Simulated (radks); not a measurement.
Values are calculated unless marked as measured or tabulated.
Ionisation of P, [Ne] 3s2 3p3, to P+, [Ne] 3s2 3p2, under several functionals. Non-relativistic Kohn-Sham, spin-polarised, spherical densities, point nucleus; open shells are filled with parallel spins first; a radial shooting solver on a logarithmic mesh with Libxc functionals.

| functional | E(P) (hartree) | Exc (hartree) | IE (eV) | -e(HOMO) (eV) | <r> HOMO (bohr) | IE error (eV) |
|---|---|---|---|---|---|---|
| r2SCAN | -341.25005 | -23.16585 | 10.915 | 6.696 | 2.308 | +0.429 |
| Tao-Mo meta-GGA | -341.17184 | -23.07481 | 10.567 | 6.314 | 2.316 | +0.080 |
| HCTH/407 | -341.31929 | -23.26303 | 10.865 | 6.573 | 2.272 | +0.378 |
| AM05 | -340.12569 | -21.98844 | 10.467 | 6.218 | 2.322 | -0.020 |
| OLYP | -341.28551 | -23.21130 | 10.402 | 6.104 | 2.309 | -0.085 |

NIST Atomic Spectra Database: 10.487 eV (measured). Closest: AM05. The Delta-SCF values span 0.51 eV, the total energies 1.19 hartree. The highest occupied level is 3p. Open shells are spherical and high-spin; term and fine-structure splittings are not resolved.
